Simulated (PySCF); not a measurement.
C4H9O, SMILES C1CC[OH+]C1, charge +1.

Geometry: B3LYP-D3(BJ)/def2-SVP. The isomer is the one that the SMILES or the coordinates give; other isomers of the formula were not compared. One conformer was computed; it need not be the lowest.

The numbers are results of B3LYP-D3(BJ)/def2-SVP run with PySCF, not measurements.

Harmonic, unscaled wavenumbers; measured fundamentals usually lie a few per cent lower.

```tsv
mode	ν (cm⁻¹)	IR (km/mol)	Raman (Å⁴/amu)	depolarisation	moving atoms (share of kinetic energy)
1	145	7.6	0.2	0.75	H 51 %, C 27 %, O 21 %
2	268	0.9	0.2	0.32	H 58 %, C 40 %
3	461	121.7	1.0	0.75	H 59 %, O 33 %, C 8 %
4	559	4.4	1.0	0.73	H 46 %, C 45 %, O 9 %
5	674	32.6	2.9	0.44	C 52 %, H 39 %, O 9 %
6	747	51.9	1.2	0.33	C 41 %, O 33 %, H 25 %
7	774	17.8	8.1	0.14	O 40 %, C 36 %, H 23 %
8	841	1.4	1.1	0.42	H 67 %, C 30 %
9	895	7.1	0.8	0.73	C 51 %, H 48 %
10	920	3.6	10.2	0.08	C 66 %, H 33 %
11	943	2.7	0.3	0.70	H 73 %, C 26 %
12	983	14.4	1.9	0.75	H 52 %, C 47 %
13	1049	0.7	6.2	0.67	H 61 %, C 39 %
14	1127	11.6	1.4	0.50	H 63 %, C 35 %
15	1182	7.8	6.3	0.75	H 70 %, C 28 %
16	1193	9.4	3.4	0.73	H 77 %, C 17 %
17	1225	7.6	4.3	0.61	H 76 %, C 23 %
18	1251	1.7	10.3	0.74	H 81 %, C 19 %
19	1303	45.9	8.1	0.75	H 89 %, C 10 %
20	1322	2.8	0.6	0.75	H 73 %, C 24 %
21	1362	0.8	2.2	0.72	H 75 %, C 25 %
22	1381	5.5	2.1	0.67	H 75 %, C 22 %
23	1397	18.8	0.8	0.65	H 70 %, C 22 %, O 9 %
24	1460	14.0	13.2	0.75	H 91 %, C 9 %
25	1466	18.1	10.4	0.75	H 92 %, C 8 %
26	1481	5.7	4.0	0.75	H 90 %, C 10 %
27	1495	1.2	5.5	0.65	H 89 %, C 11 %
28	3077	0.6	161.9	0.07	H 94 %
29	3082	2.8	32.6	0.36	H 94 %
30	3101	2.3	78.8	0.14	H 95 %
31	3115	0.5	94.5	0.11	H 95 %
32	3142	2.9	90.6	0.36	H 90 %, C 10 %
33	3147	0.7	58.0	0.73	H 90 %, C 10 %
34	3194	0.5	65.5	0.62	H 89 %, C 11 %
35	3197	0.4	45.0	0.75	H 89 %, C 11 %
36	3720	268.5	66.7	0.23	H 94 %
```
